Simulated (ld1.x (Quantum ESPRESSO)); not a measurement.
An all-electron radial function and its pseudo partner (titanium)

Columns: radius, all-electron u(r) and pseudo u(r) of the 4p shell (level -1.45 eV) of titanium in the configuration [Ar] 3d2 4s2 4p0; revPBE, scalar-relativistic, ultrasoft scheme, ld1.x (Quantum ESPRESSO) 7.5.

| r (bohr) | all-electron | pseudo |
| --- | --- | --- |
| 0.168 | 0.1038 | 0.0026 |
| 0.335 | 0.0199 | 0.0102 |
| 0.503 | -0.1019 | 0.0228 |
| 0.670 | -0.1697 | 0.0399 |
| 0.838 | -0.1781 | 0.0612 |
| 1.005 | -0.1445 | 0.0861 |
| 1.172 | -0.0875 | 0.1140 |
| 1.340 | -0.0199 | 0.1445 |
| 1.508 | 0.0496 | 0.1768 |
| 1.675 | 0.1160 | 0.2100 |
| 1.842 | 0.1773 | 0.2437 |
| 2.010 | 0.2328 | 0.2773 |
| 2.178 | 0.2820 | 0.3101 |
| 2.345 | 0.3248 | 0.3412 |
| 2.512 | 0.3618 | 0.3702 |
| 2.680 | 0.3933 | 0.3969 |
| 2.848 | 0.4194 | 0.4205 |
| 3.015 | 0.4402 | 0.4403 |
| 3.182 | 0.4562 | 0.4562 |
| 3.350 | 0.4679 | 0.4679 |
| 3.518 | 0.4755 | 0.4755 |
| 3.685 | 0.4793 | 0.4793 |
| 3.852 | 0.4800 | 0.4800 |
| 4.020 | 0.4779 | 0.4779 |
| 4.188 | 0.4734 | 0.4734 |
| 4.355 | 0.4669 | 0.4669 |

(1) How many radial nodes do the two functions have?

(2) At about which radius was the pseudo-wave matched?

(3) Where does each function peak?

(4) Is the pseudo-wave norm-conserving?

Results:

(1) The all-electron 4p function has n − l − 1 = 2; the pseudo-wave has 0, since the states of the same l below it are removed with the core.

(2) 3.15 bohr, where the columns begin to agree (steps of 0.17 bohr).

(3) Outermost all-electron maximum near 3.85 bohr, pseudo maximum near 3.85 bohr (to the table’s step).

(4) No, it belongs to an ultrasoft set: the norm inside the radius is not constrained, and the difference is carried by the augmentation charge.
